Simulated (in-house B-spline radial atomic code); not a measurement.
Cd⁺ is squeezed into an impenetrable sphere of radius R (the orbitals vanish at R). Computed with an all-electron radial atomic-structure program (B-spline basis): scalar-relativistic (X2C) Hartree-Fock, spin-polarised, averaged over the determinants with the given up and down occupations, Fermi nucleus of rms radius 4.6087 fm.

Energies in eV above the free ion in [Kr] 4d10 5s1:

```tsv
R (bohr)	highest level (eV)	[Kr] 4d10 5s1	[Ar] 3d10 4s2 4p5 4d10 5s1 5f1	[Kr] 4d10 5p1
8.42	-15.7	0.004915	96.43	5.241
5.68	-15.4	0.3428	110.1	6.379
5.13	-15	0.7645	115.4	7.315
4.25	-13.3	2.839	129	10.87
3.31	-5.83	13.45	162.9	24.99
3.16	-3.23	17.68	172.9	30.16
2.52	20.3	64.06	257.6	82.64
2.08	66.2	180.3	424.8	206.1
1.73	154	463	779.8	496.6
1.4	351	1268	1706	1310
```

Question: Does [Ar] 3d10 4s2 4p5 4d10 5s1 5f1 fall below [Kr] 4d10 5s1 under compression?

Answer: No, it stays above over the whole range.

Question: Does [Kr] 4d10 5p1 fall below [Kr] 4d10 5s1 under compression?

Answer: No, it stays above over the whole range.

The highest level is first positive in the row R = 2.52 bohr, pushed up by confinement above the zero of the free ion's potential. Each configuration is held fixed and needn't be the lowest in the sphere.
